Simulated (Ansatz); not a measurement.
`[SiH3]C1=CS1` → `[SiH3]C#CS`  (isomerisation)

Calculated with Ansatz (gas phase, PBE0-D4/def2-TZVP geometries, no zero-point term in ΔE). CBS: MP2 limit from def2 TZ/QZ plus the TZ coupled-cluster correction, frozen cores. Functionals use def2-TZVPP. Each species was taken in one conformer, which may not be the lowest.

| level | ΔE (eV) |
| --- | --- |
| ωB97X-V | -0.75 |
| SCS-MP2/def2-QZVPP | -0.84 |

(1) What does CCSD(T)/CBS give? (An estimate is asked.)

Largest T1 diagnostic among the species: 0.013.

Results:

(1) Ansatz gave: -0.77 eV. The listed levels differ from it by 0.02, -0.07 eV.

The D4 term adds +0.04 eV with B3LYP and +0.02 eV with PBE0; it sums over pairs of atoms, weighted by their polarisabilities, and B3LYP, whose exchange is more repulsive, gets the larger term. From BLYP to BHLYP (50 % exact exchange), in def2-TZVPP and without D4, ΔE moves by −0.04 eV. In def2-TZVPP, CCSD(T) changes the Hartree–Fock value by +0.22 eV (the triples alone add +0.05 eV) and MP2 by +0.22 eV.

B3LYP here is the variant with VWN-RPA as its local correlation; programs differ in this.
